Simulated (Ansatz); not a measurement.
Geometry optimisation, RHF/def2-SVP in Ansatz 0.2.0.

input.yaml

```yaml
crystal:
  periodic: [false, false, false]
  atoms:
    - { symbol: Hf, position_ang: [0.0, 0.0, 0.0] }
    - { symbol: Cl, position_ang: [0.0, 0.0, 2.87] }
    - { symbol: O, position_ang: [1.952, 0.0, -0.6893] }
    - { symbol: H, position_ang: [2.2684, -0.9521, -0.806] }
    - { symbol: O, position_ang: [-0.975, 1.6891, -0.6893] }
    - { symbol: H, position_ang: [-1.9328, 1.4584, -0.9117] }
    - { symbol: "N", position_ang: [-1.0409, -1.8034, -0.7359] }
    - { symbol: H, position_ang: [-1.5759, -2.4197, -0.0595] }
    - { symbol: H, position_ang: [-1.0055, -2.0526, -1.7656] }
    - { symbol: O, position_ang: [1.2429, 1.8744, 0.7473] }
    - { symbol: Si, position_ang: [2.6157, 1.7976, 1.7127] }
    - { symbol: H, position_ang: [3.0958, 0.4199, 1.7685] }
    - { symbol: H, position_ang: [3.6564, 2.6524, 1.149] }
    - { symbol: H, position_ang: [2.2896, 2.2536, 3.0608] }
    - { symbol: H, position_ang: [0.8691, 1.3107, 2.002] }
basis:
  gaussian: { orbitals: def2-SVP }
hamiltonian:
  xc: hf
relax:
  f_tol: 0.15
  max_steps: 25
  restrain:
    - { distance: [0, 9], at: 2.07, k: 30.0 }
    - { distance: [14, 1], at: 1.37, k: 30.0 }
    - { distance: [0, 1], at: 3.72, k: 30.0 }
    - { distance: [14, 9], at: 2.21, k: 30.0 }
```

Launched with:

```bash
$ ansatz run input.yaml --threads 4 --pin off --max-ram 5120MiB --backend cpu --events-out ev --progress --plain --runs-dir out
```

**Question.** Where does it end, and by what steps?

**Answer.** The forces met the threshold. The restraints hold the end off the free minimum. After 18 steps the energy has fallen by 4.964 eV (the restraints' own energy left out); H4 moved furthest, 2.03 Å. Joined: Cl2–H15 (1.80 → 1.32 Å).

```json
{"step": "0", "energy less start (eV)": "0.0000", "largest force component (eV/Å)": "5.867", "accepted": "yes"}
{"step": "1", "energy less start (eV)": "-0.0510", "largest force component (eV/Å)": "4.604", "accepted": "yes"}
{"step": "2", "energy less start (eV)": "-0.4384", "largest force component (eV/Å)": "3.946", "accepted": "yes"}
{"step": "3", "energy less start (eV)": "-1.1610", "largest force component (eV/Å)": "3.287", "accepted": "yes"}
{"step": "4", "energy less start (eV)": "-2.4100", "largest force component (eV/Å)": "1.727", "accepted": "yes"}
{"step": "5", "energy less start (eV)": "-3.1593", "largest force component (eV/Å)": "1.360", "accepted": "yes"}
{"step": "6", "energy less start (eV)": "-3.6747", "largest force component (eV/Å)": "2.013", "accepted": "yes"}
{"step": "7", "energy less start (eV)": "-4.0938", "largest force component (eV/Å)": "1.582", "accepted": "yes"}
{"step": "8", "energy less start (eV)": "-4.3350", "largest force component (eV/Å)": "1.310", "accepted": "yes"}
{"step": "9", "energy less start (eV)": "-4.4936", "largest force component (eV/Å)": "1.281", "accepted": "yes"}
{"step": "10", "energy less start (eV)": "-4.5837", "largest force component (eV/Å)": "1.437", "accepted": "yes"}
{"step": "11", "energy less start (eV)": "-4.6641", "largest force component (eV/Å)": "1.417", "accepted": "yes"}
{"step": "12", "energy less start (eV)": "-4.7576", "largest force component (eV/Å)": "1.248", "accepted": "yes"}
{"step": "13", "energy less start (eV)": "-4.7979", "largest force component (eV/Å)": "1.571", "accepted": "yes"}
{"step": "14", "energy less start (eV)": "-4.8852", "largest force component (eV/Å)": "1.349", "accepted": "yes"}
{"step": "15", "energy less start (eV)": "-4.9338", "largest force component (eV/Å)": "1.317", "accepted": "yes"}
{"step": "16", "energy less start (eV)": "-4.9200", "largest force component (eV/Å)": "1.772", "accepted": "yes"}
{"step": "17", "energy less start (eV)": "-4.9547", "largest force component (eV/Å)": "1.285", "accepted": "yes"}
{"step": "18", "energy less start (eV)": "-4.9638", "largest force component (eV/Å)": "1.293", "accepted": "yes"}
```

```xyz
15
Properties=species:S:1:pos:R:3
Hf 0.332 0.170 -0.461
Cl -1.496 0.658 2.745
O 1.559 -0.188 -1.910
H 2.083 -0.209 -2.688
O -1.031 1.448 -0.976
H -1.764 2.007 -1.146
N -0.446 -1.666 0.030
H -1.187 -1.851 0.684
H -0.140 -2.541 -0.358
O 1.423 0.932 1.093
Si 2.767 1.498 1.834
H 3.788 0.433 1.980
H 3.368 2.614 1.064
H 2.417 1.998 3.188
H -0.213 0.927 2.576
```

The run took 49 s on 4 threads of Arm Neoverse V2, with other jobs on the host, peak memory 0.51 GiB.
